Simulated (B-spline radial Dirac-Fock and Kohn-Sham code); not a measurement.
2s emission of Br⁻

System: bromine as Br⁻ in the configuration 1s2 2s2 2p6 3s2 3p6 3d10 4s2 4p6, inside a Watson sphere of charge +1 and radius 1.96 Å (a model of the Madelung potential; inside it an electron's potential energy is lowered by 7.3 eV).

Method: independent-particle radiative and Coulomb Auger rates from relativistic LDA hole-state orbitals, with Dirac-Fock energies. Computed with a radial finite-basis atomic code.

```
 line  multipole  energy (eV)  rate (s⁻¹)  share (%)
L1-L2         E1        190.9    6.98e+10      0.304
L1-L3         E1        237.6    2.77e+11       1.21
  Lβ4         E1       1595.3    7.39e+12       32.2
  Lβ3         E1       1602.2    1.32e+13       57.7
L1-M4         E2       1718.8    4.32e+10      0.188
L1-M5         E2       1719.8    6.42e+10      0.280
  Lγ2         E1       1783.0    6.63e+11       2.89
  Lγ3         E1       1783.5    1.18e+12       5.15
```

The listed lines hold 100.0 % of the radiative rate. The radiative width is 0.0151 eV in the length form and 0.0150 eV in the velocity form; the two differ because the transition energies are not eigenvalue differences of the potential that gave the orbitals.
